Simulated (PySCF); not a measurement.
All values below come from PySCF with TPSSh-D3(BJ)/def2-TZVP // CAM-B3LYP-D3(BJ)/def2-TZVP. All species are isolated molecules in the gas phase. One relaxed conformer stands for a flexible species; it need not be the lowest. 

Reference species (SMILES): `[Br][Ga]([NH2])[NH2]` (neutral, multiplicity 1).

| Property | Value |
|---|---|
| LUMO | -0.70 eV |
| HOMO | -6.42 eV |

Changed species: `[NH2][Ga]([NH2])[NH2]` (3 of 3 Br replaced by NH2; the reference has 2 of 3 Br replaced by NH2).

Task: Give the shifts of the LUMO and HOMO.

Result: the LUMO rises by 0.63 eV, to -0.07 eV; the HOMO rises by 0.57 eV, to -5.85 eV.
